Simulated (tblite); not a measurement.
Input of a run (GFN2-xTB geometry optimisation, gas phase (tblite 0.8.0)), started from a force field or distance geometry:
```
{"job": {"kind": "relax", "xc": "GFN2-xTB", "basis": "xTB"}, "charge": 0, "multiplicity": 1}
C      4.849300     0.188600    -0.783200
C      3.736000    -0.332200    -0.783600
Si     2.103200    -1.115200    -0.755600
Si     0.652900     0.120900     0.355000
C     -0.738400     0.662800    -0.736200
C     -1.640800     0.649900     0.448900
C     -3.073300     0.483600     0.010300
F     -3.254000    -0.682500    -0.665100
F     -3.860400     0.613100     1.138600
C     -0.945700    -0.661100     0.849500
H      5.800900     0.652900    -0.785900
H      2.153500    -2.487600    -0.235200
H      1.594300    -1.226300    -2.142400
H      1.205800     1.123800     1.264100
H     -0.514200     1.638000    -1.193300
H     -0.978500    -0.164600    -1.431100
H     -1.436200     1.478700     1.142600
H     -3.304700     1.354000    -0.655500
H     -1.281200    -1.482600     0.202600
H     -1.073400    -0.803500     1.932900
```

Output (eV, eV/Å):
```
step      E/eV     max force
  0    -835.65529    3.575
  1    -835.90431    8.015
  2    -836.19214    3.192
  3    -836.46865    1.971
  4    -836.63526    0.787
  5    -836.72474    0.671
  6    -836.76826    0.496
  7    -836.81557    0.343
  8    -836.84081    0.409
  9    -836.86453    0.456
 10    -836.88815    0.432
 11    -836.91492    0.403
 12    -836.94072    0.458
 13    -836.96046    0.320
 14    -836.97267    0.241
 15    -836.98082    0.234
 16    -836.98818    0.236
 17    -836.99669    0.271
 18    -837.00640    0.270
 19    -837.01618    0.253
 20    -837.02489    0.232
 21    -837.03301    0.234
 22    -837.04142    0.261
 23    -837.04949    0.264
 24    -837.05566    0.204
 25    -837.05982    0.152
 26    -837.06338    0.154
 27    -837.06736    0.140
 28    -837.07113    0.114
 29    -837.07353    0.094
 30    -837.07479    0.069
 31    -837.07592    0.086
 32    -837.07754    0.124
 33    -837.07954    0.139
 34    -837.08123    0.093
 35    -837.08220    0.057
 36    -837.08283    0.055
 37    -837.08358    0.078
 38    -837.08466    0.090
 39    -837.08594    0.087
 40    -837.08714    0.080
 41    -837.08821    0.067
 42    -837.08939    0.095
 43    -837.09078    0.106
 44    -837.09219    0.108
 45    -837.09340    0.084
 46    -837.09448    0.076
 47    -837.09573    0.080
 48    -837.09727    0.109
 49    -837.09888    0.107
 50    -837.10032    0.123
 51    -837.10160    0.123
 52    -837.10288    0.104
 53    -837.10428    0.096
 54    -837.10581    0.075
 55    -837.10729    0.111
 56    -837.10856    0.101
 57    -837.10944    0.063
 58    -837.10995    0.043
 59    -837.11031    0.051
 60    -837.11069    0.061
 61    -837.11116    0.064
 62    -837.11176    0.068
 63    -837.11251    0.065
 64    -837.11294    0.076
 65    -837.11345    0.058
 66    -837.11390    0.049
 67    -837.11433    0.048
 68    -837.11475    0.064
 69    -837.11523    0.062
 70    -837.11576    0.054
 71    -837.11628    0.065
 72    -837.11675    0.050
 73    -837.11720    0.049
 74    -837.11767    0.051
 75    -837.11815    0.054
 76    -837.11859    0.045
 77    -837.11897    0.048
 78    -837.11938    0.052
 79    -837.11989    0.057
 80    -837.12052    0.063
 81    -837.12123    0.063
 82    -837.12201    0.087
 83    -837.12278    0.079
 84    -837.12346    0.078
 85    -837.12400    0.057
 86    -837.12445    0.056
 87    -837.12490    0.061
 88    -837.12539    0.070
 89    -837.12593    0.061
 90    -837.12653    0.059
 91    -837.12700    0.053
 92    -837.12742    0.049
 93    -837.12797    0.053
 94    -837.12845    0.054
 95    -837.12877    0.045
 96    -837.12900    0.042
 97    -837.12924    0.038
 98    -837.12966    0.055
 99    -837.13010    0.062
100    -837.13044    0.041
101    -837.13063    0.035
102    -837.13076    0.027
103    -837.13095    0.040
104    -837.13119    0.039
105    -837.13142    0.075
106    -837.13158    0.065
107    -837.13177    0.040
108    -837.13210    0.045
109    -837.13250    0.050
110    -837.13286    0.039
111    -837.13316    0.060
112    -837.13339    0.034
113    -837.13359    0.039
114    -837.13382    0.033
115    -837.13400    0.028
116    -837.13417    0.039
117    -837.13435    0.031
118    -837.13458    0.053
119    -837.13483    0.039
120    -837.13511    0.037
121    -837.13538    0.037
122    -837.13567    0.049
123    -837.13595    0.041
124    -837.13624    0.030
125    -837.13645    0.030
126    -837.13662    0.027
127    -837.13676    0.031
128    -837.13693    0.026
129    -837.13709    0.035
130    -837.13727    0.027
131    -837.13747    0.030
132    -837.13772    0.032
133    -837.13805    0.042
134    -837.13843    0.034
135    -837.13887    0.057
136    -837.13947    0.076
137    -837.14022    0.152
138    -837.14088    0.197
139    -837.14299    0.156
140    -837.14527    0.085
141    -837.14619    0.233
142    -837.14915    0.100
143    -837.15148    0.092
144    -837.15265    0.189
145    -837.15600    0.130
146    -837.15778    0.125
147    -837.16039    0.097
148    -837.16185    0.090
149    -837.16280    0.090
150    -837.16368    0.080
151    -837.16449    0.079
152    -837.16506    0.056
153    -837.16564    0.054
154    -837.16642    0.058
155    -837.16704    0.056
156    -837.16758    0.046
157    -837.16798    0.037
158    -837.16834    0.041
159    -837.16868    0.039
160    -837.16911    0.048
161    -837.16950    0.045
162    -837.16981    0.046
163    -837.17001    0.033
164    -837.17016    0.028
165    -837.17031    0.030
166    -837.17044    0.028
167    -837.17055    0.025
168    -837.17064    0.025
169    -837.17071    0.024
170    -837.17076    0.017
171    -837.17079    0.014
172    -837.17081    0.015
173    -837.17084    0.013
174    -837.17086    0.013
175    -837.17088    0.009
```

Task: Summarise the run.

Result: The energy falls by 35.0 kcal/mol over 175 L-BFGS steps, the largest force on an atom goes from 3.57 to 0.009 eV/Å, and the atoms move by 1.095 Å rms after alignment. The bond that changes most is Si3–Si4 (SiH2 silicon to SiH silicon), which lengthens by 0.109 Å. Bonds longer at the end by more than 0.005 Å: 7 of 20; shorter: 10. Among the angles that change most is C5–C6–C10, from 86.6° to 100.3°. Among the dihedrals that turn most is H16–C5–C6–H17, from -179° to -104°. The energy never rose by more than 1e-5 eV on the way. The first step brought 16 % of the lowering.

Task: What are the final bond lengths?

Result: C1≡C2 1.203 Å, C2–Si3 1.852 Å, Si3–Si4 2.315 Å, Si4–C5 1.927 Å, C5–C6 1.538 Å, C6–C7 1.515 Å, C7–F8 1.362 Å, C7–F9 1.357 Å, C6–C10 1.539 Å, Si4–C10 1.922 Å, C1–H11 1.053 Å, Si3–H12 1.470 Å, Si3–H13 1.468 Å, Si4–H14 1.474 Å, C5–H15 1.088 Å, C5–H16 1.089 Å, C6–H17 1.093 Å, C7–H18 1.102 Å, C10–H19 1.088 Å, C10–H20 1.087 Å. Numbering counts from 1 in the input's order; the species is `C#C[SiH2][Si@H]1C[C@@H](C(F)F)C1`.

Its lowest GFN2-xTB frequency is 14 cm⁻¹, too small to tell a flat minimum from a shallow saddle. One conformer, not necessarily the lowest.

These are computed values.
